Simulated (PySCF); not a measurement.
OTe (SMILES O=[Te]), triplet, at a GFN2-xTB geometry (core potentials on Te), atoms displaced at random by about 0.03 Å a coordinate; TPSS/def2-SVP, gradient by finite differences (PySCF).

PySCF was given this input:
```python
from pyscf import gto, scf, dft

mol = gto.Mole()
mol.atom = '''
    O     0.024916   -0.019994   -1.537993
    Te    0.009897   -0.023647    0.214069
'''
mol.basis = 'def2-svp'
mol.ecp = {'Te': 'def2-svp'}
mol.charge = 0
mol.spin = 2
mol.verbose = 4
mol.build()

mf = dft.UKS(mol)
mf.xc = 'tpss'
mf.conv_tol = 1e-11
mf.kernel()
scan, done = mf.as_scanner(), []
scan.scf_summary = {}
def energy(d):
    c = mol.atom_coords()
    c[1, 0] += d
    e = scan(mol.set_geom_(c, unit='Bohr', inplace=False))
    done.append(scan.converged)
    return e
h = 1e-3
fd = (energy(h) - energy(-h)) / (2 * h)
print('dE/dx =', fd)
```

Output, abridged:

```
PySCF version 2.14.0

[INPUT] verbose = 4
[INPUT] num. atoms = 2
[INPUT] num. electrons = 32
[INPUT] charge = 0
[INPUT] spin (= nelec alpha-beta = 2S) = 2
[INPUT] symmetry False subgroup None
[INPUT] Mole.unit = angstrom
[INPUT] Symbol           X                Y                Z      unit          X                Y                Z       unit  Magmom
[...]
nuclear repulsion = 57.9877144254556
number of shells = 16
number of NR pGTOs = 85
number of NR cGTOs = 40
basis = def2-svp
ecp = {'Te': 'def2-svp'}

******** <class 'pyscf.dft.uks.UKS'> ********
method = UKS
initial guess = minao
damping factor = 0
level_shift factor = 0
DIIS = <class 'pyscf.scf.diis.CDIIS'>
diis_start_cycle = 1
diis_space = 8
diis_damp = 0
SCF conv_tol = 1e-11
SCF conv_tol_grad = None
SCF max_cycles = 50
direct_scf = True
direct_scf_tol = 1e-13
number electrons alpha = 17  beta = 15
XC library pyscf.dft.libxc version 7.1.2
    S. Lehtola, C. Steigemann, M. J. T. Oliveira, and M. A. L. Marques,  SoftwareX 7, 1–5 (2018)
XC functionals = tpss
    J. Tao, J. P. Perdew, V. N. Staroverov, and G. E. Scuseria,  Phys. Rev. Lett. 91, 146401 (2003)
    J. P. Perdew, J. Tao, V. N. Staroverov, and G. E. Scuseria,  J. Chem. Phys. 120, 6898 (2004)
    J. Tao, J. P. Perdew, V. N. Staroverov, and G. E. Scuseria,  Phys. Rev. Lett. 91, 146401 (2003)
    J. P. Perdew, J. Tao, V. N. Staroverov, and G. E. Scuseria,  J. Chem. Phys. 120, 6898 (2004)
radial grids:
    Treutler-Ahlrichs [JCP 102, 346 (1995); DOI:10.1063/1.469408] (M4) radial grids

becke partition: Becke, JCP 88, 2547 (1988); DOI:10.1063/1.454033
pruning grids: <function nwchem_prune>
grids dens level: 3
symmetrized grids: False
atomic radii adjust function: <function treutler_atomic_radii_adjust>
small_rho_cutoff = 0
Set gradient conv threshold to 3.16228e-06
tot grids = 36040
init E= -315.685733250773

cycle= 1 E= -341.161922283485  delta_E= -25.5  |g|= 2.21  |ddm|= 5.66
cycle= 2 E= -339.746067461631  delta_E= 1.42  |g|= 2.67  |ddm|= 5.59
cycle= 3 E= -342.502949742452  delta_E= -2.76  |g|= 1.02  |ddm|= 3.22
cycle= 4 E= -342.641699997876  delta_E= -0.139  |g|= 0.872  |ddm|= 1.38
cycle= 5 E= -343.017698285327  delta_E= -0.376  |g|= 0.0495  |ddm|= 0.663
cycle= 6 E= -343.018804229905  delta_E= -0.00111  |g|= 0.0213  |ddm|= 0.0702
cycle= 7 E= -343.018951846219  delta_E= -0.000148  |g|= 0.0114  |ddm|= 0.0221
cycle= 8 E= -343.019015879959  delta_E= -6.4e-05  |g|= 0.00143  |ddm|= 0.00923
[...]
converged SCF energy = -343.019016662224  <S^2> = 2.0035256  2S+1 = 3.0023494
[...]
converged SCF energy = -343.019015787268  <S^2> = 2.0035255  2S+1 = 3.0023494

WARN: Mole.unit (angstrom) is changed to Bohr

New geometry
   1 O      0.024916000000  -0.019994000000  -1.537993000000 AA    0.047084416120  -0.037783184135  -2.906385551498 Bohr
   2 Te     0.009367822789  -0.023647000000   0.214069000000 AA    0.017702619455  -0.044686353668   0.404531781760 Bohr

******** <class 'pyscf.scf.hf.UKS_Scanner'> ********
method = UKS_Scanner
initial guess = minao
damping factor = 0
level_shift factor = 0
DIIS = <class 'pyscf.scf.diis.CDIIS'>
diis_start_cycle = 1
diis_space = 8
diis_damp = 0
SCF conv_tol = 1e-11
SCF conv_tol_grad = None
SCF max_cycles = 50
direct_scf = True
direct_scf_tol = 1e-13
number electrons alpha = 17  beta = 15
XC library pyscf.dft.libxc version 7.1.2
    S. Lehtola, C. Steigemann, M. J. T. Oliveira, and M. A. L. Marques,  SoftwareX 7, 1–5 (2018)
XC functionals = tpss
    J. Tao, J. P. Perdew, V. N. Staroverov, and G. E. Scuseria,  Phys. Rev. Lett. 91, 146401 (2003)
    J. P. Perdew, J. Tao, V. N. Staroverov, and G. E. Scuseria,  J. Chem. Phys. 120, 6898 (2004)
    J. Tao, J. P. Perdew, V. N. Staroverov, and G. E. Scuseria,  Phys. Rev. Lett. 91, 146401 (2003)
    J. P. Perdew, J. Tao, V. N. Staroverov, and G. E. Scuseria,  J. Chem. Phys. 120, 6898 (2004)
radial grids:
    Treutler-Ahlrichs [JCP 102, 346 (1995); DOI:10.1063/1.469408] (M4) radial grids

becke partition: Becke, JCP 88, 2547 (1988); DOI:10.1063/1.454033
pruning grids: <function nwchem_prune>
grids dens level: 3
symmetrized grids: False
atomic radii adjust function: <function treutler_atomic_radii_adjust>
small_rho_cutoff = 0
Set gradient conv threshold to 3.16228e-06
tot grids = 36040
init E= -343.019013093296
cycle= 1 E= -343.019017556443  delta_E= -4.46e-06  |g|= 0.00013  |ddm|= 0.0011
cycle= 2 E= -343.019017561424  delta_E= -4.98e-09  |g|= 0.000102  |ddm|= 0.000328
cycle= 3 E= -343.019017567986  delta_E= -6.56e-09  |g|= 3.18e-05  |ddm|= 0.000152
cycle= 4 E= -343.019017567995  delta_E= -9.89e-12  |g|= 3.24e-05  |ddm|= 4.66e-05
cycle= 5 E= -343.019017568506  delta_E= -5.1e-10  |g|= 3.26e-06  |ddm|= 2.85e-05
cycle= 6 E= -343.019017568515  delta_E= -9.15e-12  |g|= 2.44e-07  |ddm|= 6.57e-06
Extra cycle  E= -343.019017568515  delta_E= -3.98e-13  |g|= 1.64e-07  |ddm|= 5.88e-07
converged SCF energy = -343.019017568515  <S^2> = 2.0035256  2S+1 = 3.0023495
dE/dx = 0.0008906236246275512
```
